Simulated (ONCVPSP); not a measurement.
**P (Z = 15): variants of one ONCV potential**

Base potential:

* Element: phosphorus (P)
* Generator: ONCVPSP 4.0.1
* Type: optimised norm-conserving Vanderbilt (ONCV)
* Functional: LDA (Perdew-Wang 92)
* Relativity: scalar-relativistic
* Frozen core: [Ne]
* Valence charge: 5
* Reference configuration: 3s2 3p3
* Partial waves: 3s: rc 1.70 bohr, ncon 4, nbas 7, qcut 4.8 1/bohr, 1 projector; 3p: rc 1.45 bohr, ncon 5, nbas 8, qcut 5.9 1/bohr, 3 projectors, debl 2.2 Ha; d scattering state at 0.25 Ha: rc 1.40 bohr, ncon 4, nbas 9, qcut 7.2 1/bohr, local
* Local potential: the d channel
* Core correction: Teter function, fcfact 4.5, rcfact 1.55

All-electron outer shells of the reference configuration (LDA (PZ), scalar-relativistic, ld1.x):

| shell | level (eV) | outermost node (bohr) | outermost maximum (bohr) |
| --- | --- | --- | --- |
| 2s | -173.14 | 0.14 | 0.42 |
| 2p | -124.52 | – | 0.35 |
| 3s | -14.02 | 0.66 | 1.56 |
| 3p | -5.60 | 0.64 | 1.83 |

Cutoffs, loose and tight: the cutoffs (Ha) at which the residual kinetic energy of the hardest occupied pseudo-wave falls to 1 and 0.1 mHa per electron. They do not see the model core or the augmentation charge, which bear on the density cutoff. Test errors are all-electron minus pseudo excitation energies from the reference, over the configurations 3s2 3p2; 3s2 3p1; 3s2 3p0; 3s2 3p2.5. A dash means not determined; rows that change the core or the reference have their own tests.

1 further variants are left out, since the program set their typed debl aside.

For the base: The cutoffs count occupied waves only; projector 3 of the p channel, the hardest unoccupied one, needs 140 Ha at the loose tolerance.

A true bound ghost makes a file unfit for plane-wave use even where its test errors are small: the radial tests pick states by their node count and pass the ghost by.

```csv
change,outcome,"cutoff, loose","cutoff, tight",bound ghosts,GHOST(+) flags above zero,largest test error (meV)
base,generated,20 Ha,82 Ha,p,"s, p",+56
p: debl 0.25,generated,20 Ha,82 Ha,p,"s, p",+56
p: debl 0.5,generated,20 Ha,82 Ha,p,"s, p",+56
p: debl 0.7,generated,20 Ha,82 Ha,p,"s, p",+56
p: debl 1.35,generated,20 Ha,82 Ha,p,s,+56
p: debl 2.15,generated,20 Ha,82 Ha,p,"s, p",+56
p: debl 3.3,generated,20 Ha,82 Ha,p,"s, p",+55
```

(1) What comes out with this change to the base: p: debl 5.35?

## Answers

(1) outcome: generated; cutoff, loose: 20 Ha; cutoff, tight: 82 Ha; bound ghosts: p; GHOST(+) flags above zero: s, p; largest test error (meV): +34.

Reading the sweep of the debl of the p channel (base included, trends over the rows without a ghost): Bound ghosts are found at 0.25, 0.5, 0.7, 1.35, 2.15, 2.2, 3.3, 5.35 Ha. Every judged row has one, so this setting neither creates nor removes them.
